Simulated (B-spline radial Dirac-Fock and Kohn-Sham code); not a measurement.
## Two-hole binding energies of Sc

System: neutral scandium, [Ar] 4s2 4p1 (an excited configuration).

Calculated with a radial B-spline solver, using relaxed Dirac-Fock hole states (ΔSCF) with Breit and QED corrections and a finite nucleus. U is the two-hole binding energy less the two single-hole energies, the effective repulsion of the holes after relaxation. Each two-hole energy is an average over J within one jj subconfiguration.

```
          holes  E(a) (eV)  E(b) (eV)  E(ab) (eV)  U (eV)
           1s⁻²     4507.8     4507.8      9306.5   290.8
   1s⁻¹ 3p1/2⁻¹     4507.8      46.05           ?       ?
   1s⁻¹ 3p3/2⁻¹     4507.8      45.53      4574.3    21.0
           2s⁻²      519.6      519.6      1089.5    50.3
   2s⁻¹ 2p1/2⁻¹      519.6      423.9       989.0    45.4
   2s⁻¹ 2p3/2⁻¹      519.6      419.4       984.3    45.3
2p1/2⁻¹ 2p3/2⁻¹      423.9      419.4       896.7    53.4
        2p3/2⁻²      419.4      419.4       893.3    54.5
   2p1/2⁻¹ 3s⁻¹      423.9      73.86       518.6    20.9
   2p3/2⁻¹ 3s⁻¹      419.4      73.86       514.1    20.8
2p1/2⁻¹ 3p3/2⁻¹      423.9      45.53       489.4    20.0
2p3/2⁻¹ 3p1/2⁻¹      419.4      46.05       485.6    20.1
        3p1/2⁻²      46.05      46.05       108.6    16.5
3p1/2⁻¹ 3p3/2⁻¹      46.05      45.53       106.8    15.2
```

Q: Give the missing two-hole energy and U.

A: E(ab) = 4575.0 eV and U = 21.2 eV.
